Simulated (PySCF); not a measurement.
```xyz
3
charge 0 multiplicity 1, angstrom
Sn    0.0000    0.0000   -0.0206
H     1.2598    0.0000    1.2263
H    -1.2598    0.0000    1.2263
```

All numbers come from PBE0 in PySCF with Sn def2-TZVP with ECP28, H def2-TZVP; scalar-relativistic core potentials, no spin–orbit coupling; density-fitted integrals.

This geometry of SnH2 is a stationary point at this level.

(1) What is the point group?

(2) Is it a minimum?

(3) Give the ideal-gas entropy at 298.15 K and 1 bar by parts.

(4) What is the atomisation energy, with and without zero-point energy?

Answers

(1) C2v.

(2) Yes: all harmonic wavenumbers are real.

(3) translation 168.8, rotation 59.9, vibration 0.9, spin 0.0; total 229.6 J/(mol K).

(4) 518 kJ/mol without, 493 kJ/mol with.
